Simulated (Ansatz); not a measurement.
Basis sets compared for Cd7Se7. The state is a singlet with charge 0. Geometry PBE-D4/def2-SVP. Ansatz on 2 threads of AMD EPYC 7R13 on a shared host and a share (18 GiB) of an NVIDIA H100 80GB HBM3; times are rough, and most runs start from earlier orbitals.

```xyz
14

Se   -1.7585   -0.9534   -2.7279
Se    2.8905   -1.6130    2.0276
Se   -1.6639   -3.5016    1.2535
Se    2.9339   -0.3672   -2.8049
Se   -0.3069    2.8950   -1.7078
Se    0.6799    2.7721    2.9149
Se   -3.1379    0.9677    0.7884
Cd    2.9754   -0.9893   -0.4696
Cd    0.4927    0.4506   -2.4282
Cd   -2.5288    1.4167   -1.7717
Cd    0.5563   -2.6390    1.6645
Cd    1.7897    0.6583    2.5376
Cd   -2.1319   -1.3365   -0.1115
Cd   -0.7903    2.2397    0.8351
```

In the def2 sets Cd takes a core potential, while STO-3G treats all electrons; there is no spin–orbit coupling. Single mean-field runs in def2-SVP, def2-TZVP are fitted with def2-universal-jkfit.

STO-3G and 6-31G are all-electron sets without relativity, so their totals don't compare with the def2 sets.

Binding counts from free atoms (Se triplet, Cd singlet) in the same basis, without a counterpoise term.

```tsv
level	functions	energy (Eh)	HOMO (eV)	LUMO (eV)	binding per atom (eV)	wall time
HF/STO-3G	315	-54497.1945	-4.96	4.64	–	14 s
PBE-D4/def2-SVP	441	-17981.0568	-5.54	-3.81	1.98	18 s
PBE0-D4/def2-SVP	441	-17981.5312	-6.53	-3.23	1.97	18 s
```

Problem. Estimate the rows for HF/def2-TZVP, PBE-D4/def2-TZVP (with forces), PBE0-D4/def2-TZVP.

Solution. 
```
                         level  functions  energy (Eh)  HOMO (eV)  LUMO (eV)  binding per atom (eV)  wall time
                  HF/def2-TZVP        616  -17967.5483      -8.54      -0.72                   1.11       20 s
PBE-D4/def2-TZVP (with forces)        616  -17983.4004      -5.55      -3.79                   1.95       24 s
             PBE0-D4/def2-TZVP        616  -17983.8658      -6.49      -3.18                   1.96       19 s
```
